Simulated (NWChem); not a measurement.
Everything below was run with NWChem. System: F$_{6}$Si$_{2}$, charge 1, spin multiplicity 2, at the geometry of a parent with another charge or spin, in a state set for the comparison that need not be this species' ground state. Its SCF solution wasn't tested for a lower state. Level: UB3LYP/def2-SVP, VWN1-RPA local correlation.

NWChem printed:

```
             Northwest Computational Chemistry Package (NWChem) 7.3.0
             --------------------------------------------------------

                                NWChem Input Module
                                -------------------

 Scaling coordinates for geometry "geometry" by  1.889725989
 (inverse scale =  0.529177249)

 Turning off AUTOSYM since
 SYMMETRY directive was detected!

                             Geometry "geometry" -> ""
                             -------------------------

 Output coordinates in angstroms (scale by  1.889725989 to convert to a.u.)

  No.       Tag          Charge          X              Y              Z
 ---- ---------------- ---------- -------------- -------------- --------------
    1 F                    9.0000    -0.76800000     1.71764200     1.30071600
    2 Si                  14.0000    -0.01147600     1.16159100     0.00000000
    3 F                    9.0000     1.48481500     1.73995100     0.00000000
    4 F                    9.0000    -0.76800000     1.71764200    -1.30071600
    5 Si                  14.0000     0.01147600    -1.16159100     0.00000000
    6 F                    9.0000     0.76800000    -1.71764200     1.30071600
    7 F                    9.0000    -1.48481500    -1.73995100     0.00000000
    8 F                    9.0000     0.76800000    -1.71764200    -1.30071600

 Effective nuclear repulsion energy (a.u.)     612.2786312429

            Nuclear Dipole moment (a.u.)
            ----------------------------
        X                 Y               Z
 ---------------- ---------------- ----------------
     0.0000000000     0.0000000000     0.0000000000

      Symmetry information
      --------------------

 Group name             C2h
 Group number             21
 Group order               4
 No. of unique centers     3

      Symmetry unique atoms

     1    2    3


 Summary of "ao basis" -> "" (spherical)
 ------------------------------------------------------------------------------
       Tag                 Description            Shells   Functions and Types
 ---------------- ------------------------------  ------  ---------------------
 *                          def2-svp                  on all atoms

                                 NWChem DFT Module
                                 -----------------

 Summary of "ao basis" -> "ao basis" (spherical)
 ------------------------------------------------------------------------------
[...]
    37     -0.151669  3 F  py                97     -0.151669  7 F  py

   alpha - beta orbital overlaps
   -----------------------------

   alpha      1      2      3      4      5      6      7      8      9     10
    beta      1      2      3      4      5      6      7      8      9     10
 overlap   1.000  1.000  1.000  1.000  1.000  1.000  1.000  1.000  1.000  1.000

   alpha     11     12     13     14     15     16     17     18     19     20
    beta     15     16     12     11     13     14     17     18     19     20
 overlap   1.000  1.000  1.000  1.000  1.000  1.000  1.000  1.000  1.000  1.000

   alpha     21     22     23     24     25     26     27     28     29     30
    beta     21     22     23     24     27     25     26     28     29     30
 overlap   1.000  1.000  0.986  0.997  0.984  0.989  0.989  0.987  0.987  0.997

   alpha     31     32     33     34     35     36     37     38     39     40
    beta     31     32     33     34     35     36     37     38     39     40
 overlap   0.960  0.960  0.932  0.932  0.936  0.936  0.966  0.966  1.000  1.000

   alpha     41     42     43     44     45     46     47     48     49     50
    beta     41     42     43     44     45     46     47     48     49     50
 overlap   0.991  0.999  0.999  0.998  0.999  0.998  1.000  1.000  0.998  1.000

   alpha     51     52     53     54     55     56     57     58     59     60
    beta     51     52     53     54     55     56     57     58     59     60
 overlap   0.997  0.997  0.997  1.000  1.000  0.998  0.998  1.000  1.000  1.000

   alpha     61     62     63     64     65     66     67     68     69     70
    beta     61     62     63     64     65     66     67     68     69     70
 overlap   0.999  1.000  1.000  1.000  1.000  0.999  0.999  0.999  0.744  0.744

   alpha     71     72     73     74     75     76     77     78     79     80
    beta     71     72     74     75     73     76     77     78     79     80
 overlap   0.744  0.744  0.998  0.998  1.000  1.000  1.000  1.000  1.000  1.000

   alpha     81     82     83     84     85     86     87     88     89     90
    beta     81     82     83     84     85     86     87     88     89     90
 overlap   1.000  1.000  0.999  1.000  1.000  1.000  1.000  1.000  1.000  1.000

   alpha     91     92     93     94     95     96     97     98     99    100
    beta     91     92     93     94     95     96     99    102    103    100
 overlap   0.997  0.997  0.986  0.986  0.972  0.972  1.000  0.982  0.981  0.997

   alpha    101    102    103    104    105    106    107    108    109    110
    beta    101     97     98    104    105    106    107    108    109    110
 overlap   0.995  0.971  0.971  1.000  0.994  0.994  0.999  0.999  1.000  1.000

   alpha    111    112    113    114    115    116    117    118    119    120
    beta    111    112    113    114    115    116    117    118    119    120
 overlap   1.000  1.000  1.000  1.000  1.000  1.000  1.000  1.000  1.000  1.000

     --------------------------
     Expectation value of S2:
     --------------------------
      <S2> =      0.7533 (Exact =     0.7500)

 center of mass
 --------------
 x =   0.00000000 y =  -0.00000000 z =   0.00000000

 moments of inertia (a.u.)
 ------------------
        1940.177018973016          10.098392093271           0.000000000000
          10.098392093271         918.376065870983           0.000000000000
           0.000000000000           0.000000000000        1940.284660723332

     Multipole analysis of the density
     ---------------------------------

     L   x y z        total         alpha         beta         nuclear
     -   - - -        -----         -----         ----         -------
     0   0 0 0      1.000000    -41.000000    -40.000000     82.000000

     1   1 0 0      0.000000     -0.000000      0.000000      0.000000
     1   0 1 0     -0.000000     -0.000000     -0.000000      0.000000
     1   0 0 1     -0.000000     -0.000000     -0.000000      0.000000

     2   2 0 0    -37.617717   -129.001947   -126.170408    217.554638
     2   1 1 0     -0.053202      2.423711      2.378027     -4.854939
     2   1 0 1      0.000000      0.000000      0.000000      0.000000
     2   0 2 0    -32.234759   -374.239316   -366.796494    708.801051
     2   0 1 1     -0.000000     -0.000000     -0.000000      0.000000
     2   0 0 2    -37.618133   -128.976095   -126.144981    217.502943

 Task  times  cpu:        4.0s     wall:        4.0s

 Total times  cpu:        4.0s     wall:        4.0s
```

Write an NWChem input that would produce this output.

Several could match; the one computed here: 
```
start mol
memory heap 200 mb stack 900 mb global 1100 mb
charge 1
geometry units angstroms nocenter noautoz
  F     -0.768000     1.717642     1.300716
  Si    -0.011476     1.161591     0.000000
  F      1.484815     1.739951     0.000000
  F     -0.768000     1.717642    -1.300716
  Si     0.011476    -1.161591     0.000000
  F      0.768000    -1.717642     1.300716
  F     -1.484815    -1.739951     0.000000
  F      0.768000    -1.717642    -1.300716
  symmetry group C2h
end
basis spherical
  * library def2-svp
end
dft
  xc b3lyp
  odft
  mult 2
  semidirect memsize 60000000 filesize 0
  iterations 100
end
task dft energy
```
